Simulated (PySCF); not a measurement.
Working out the ionisation energy of K

K [Ar] 4s1 (2S) → K⁺ [Ar] (1S). Calculation: PySCF 2.14, in aug-cc-pwCVTZ-X2C (9s8p6d3f, 84 functions); the spin-free X2C one-electron Hamiltonian (Gaussian nucleus). Frozen: nothing. Energies in hartree (1 hartree = 27.21139 eV):

```json
{"part": "UHF", "K (lower)": "-601.464345", "K⁺ (upper)": "-601.316521"}
{"part": "MP2 opposite-spin", "K (lower)": "-0.167789", "K⁺ (upper)": "-0.162283"}
{"part": "MP2 same-spin", "K (lower)": "-0.065058", "K⁺ (upper)": "-0.060239"}
```

Question: What does Hartree-Fock give?

Answer: (-601.316521) − (-601.464345) = 0.147824 hartree = 4.022 eV.

Question: What do MP2 and SCS-MP2 (6/5 opposite-spin, 1/3 same-spin) give?

Answer: The opposite-spin parts differ by 0.150 eV and the same-spin parts by 0.131 eV. MP2: 4.022 + (0.150) + (0.131) = 4.303 eV. SCS-MP2: 4.022 + 1.2 × (0.150) + (0.131)/3 = 4.246 eV.

Measured between the centres of the two terms (NIST): 4.341 eV, so MP2 (all electrons) is off by -0.038 eV.

What remains against the reference includes basis incompleteness and correlation beyond second order.
